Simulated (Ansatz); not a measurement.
## A correction line for wB97M-V/def2-TZVPP: vertical ionisation energy

The vertical ionisation energy (cation less neutral) in eV of 6 molecular compounds of Na: x at wB97M-V/def2-TZVPP, y at CCSD(T)/def2-TZVPP. Shapes, held fixed at every level: PBE0-D4/def2-TZVP. Programs: Ansatz 0.2.0.

| molecule | x (eV) | y (eV) |
| --- | --- | --- |
| CH3Na (SMILES [CH3][Na]) | 6.72 | 6.50 |
| CH3NaS (SMILES C[S][Na]) | 6.92 | ? |
| NaSH (SMILES [Na][SH]) | 7.59 | 7.42 |
| NaOH (SMILES [OH][Na]) | 8.01 | 7.85 |
| NaBr (SMILES [Na][Br]) | 8.76 | 8.64 |
| NaF (SMILES [F][Na]) | 10.17 | 9.97 |

Problem. Fit y = c + s·x to the known rows and predict y for CH3NaS.

Solution. 
1. Means of the 5 rows: x = 8.2500, y = 8.076.
2. Σ(Δx)² = 6.7806, Σ(Δx·Δy) = 6.8226, so the slope is 6.8226/6.7806 = 1.0062.
3. Intercept: 8.076 − (1.0062) × 8.2500 = -0.225. The largest residual of the fit is 0.051.
4. CH3NaS: -0.225 + 1.0062 × 6.92 = 6.74 eV.

CCSD(T)/def2-TZVPP gives 6.79 eV, so the prediction is off by -0.05 eV, about the largest residual. Uncorrected, wB97M-V/def2-TZVPP misses it by +0.13 eV, and the other rows by 0.17 on average. The line overshoots: the miss goes from +0.13 to -0.05. Left out in turn, the other rows are missed by 0.07 eV on average, so much of the error is systematic among these molecules. Cations run unrestricted. Relativity is left out for Br. Outer-core shells of Br, Na are correlated, in sets that cover them unevenly.
